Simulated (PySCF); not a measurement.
# C₆ coefficients of unlike pairs at UHF

Calculated with PySCF 2.14 from the dipole response of each species, C₆(A,B) = (3/π) ∫ α_A(iu) α_B(iu) du, in atomic units, from isotropic polarisabilities. For ions this is the dispersion term alone; charge-induced terms of lower order in 1/R come first.

```json
{"species": "Ar", "configuration": "[Ar] (1S)", "basis": "aug-cc-pwCVQZ (10s9p7d5f3g)", "relativity": "none", "α (bohr³)": "10.74", "C₆ (like pair)": "62.03"}
{"species": "I²⁺", "configuration": "[Kr] 4d10 5s2 5p3 (4S)", "basis": "def2-TZVPPD with the def2 core potential (28 electrons) (7s6p4d2f)", "relativity": "core potential", "α (bohr³)": "14.00", "C₆ (like pair)": "97.59"}
{"species": "Pd²⁺", "configuration": "[Kr] 4d8 (3F)", "basis": "aug-cc-pVTZ-PP with ECP28MDF (6s6p5d3f2g)", "relativity": "core potential", "α (bohr³)": "6.041", "C₆ (like pair)": "31.26"}
{"species": "Mg⁺", "configuration": "[Ne] 3s1 (2S)", "basis": "aug-cc-pV5Z (8s7p5d4f3g2h)", "relativity": "none", "α (bohr³)": "38.78", "C₆ (like pair)": "179.3"}
```

Q: Estimate C₆ for I²⁺ with Ar.

A: The integral gives 77.67. The combination rule 2 C_A C_B / (C_A α_B/α_A + C_B α_A/α_B) gives 77.74 and the geometric mean 77.80.

No spin-orbit coupling is included.

The other pairs:

| pair | C₆ |
| --- | --- |
| Pd²⁺, Ar | 42.63 |
| Mg⁺, Ar | 82.76 |
| Mg⁺, Pd²⁺ | 50.38 |
| Pd²⁺, I²⁺ | 53.40 |
| Mg⁺, I²⁺ | 106.0 |
